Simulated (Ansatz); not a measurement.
System: ZnBr2 (charge +1, doublet). SMILES of the parent species: [Br][Zn][Br]

Atoms: Zn1, Br2, Br3. Bonds: Zn1-Br2, Zn1-Br3.

Bond lengths (Å) and angles (degrees) optimised at HF/3-21G with Ansatz (a quantum-chemistry and plane-wave program); PBE/LANL2DZ with Ansatz; MP2/LANL2DZ with Ansatz, each started from the B3LYP-D3(BJ)/def2-TZVP structure (Ansatz) of the last column. A row stands for all coordinates that are equal there. No wavenumbers were computed at PBE/LANL2DZ, MP2/LANL2DZ, so these may be saddle points.

```json
[
 {"coordinate": "Zn1-Br2", "HF/3-21G": "2.269 to 2.611", "PBE/LANL2DZ": "2.424", "MP2/LANL2DZ": "2.278 to 2.610", "B3LYP-D3(BJ)/def2-TZVP": "2.270"},
 {"coordinate": "Br2-Zn1-Br3", "HF/3-21G": "180.0", "PBE/LANL2DZ": "180.0", "MP2/LANL2DZ": "180.0", "B3LYP-D3(BJ)/def2-TZVP": "180.0"}
]
```

A range marks coordinates that this level makes unequal.

Mean signed difference of all 2 bond lengths from B3LYP-D3(BJ)/def2-TZVP: HF/3-21G 0.169 Å, PBE/LANL2DZ 0.153 Å, MP2/LANL2DZ 0.174 Å.
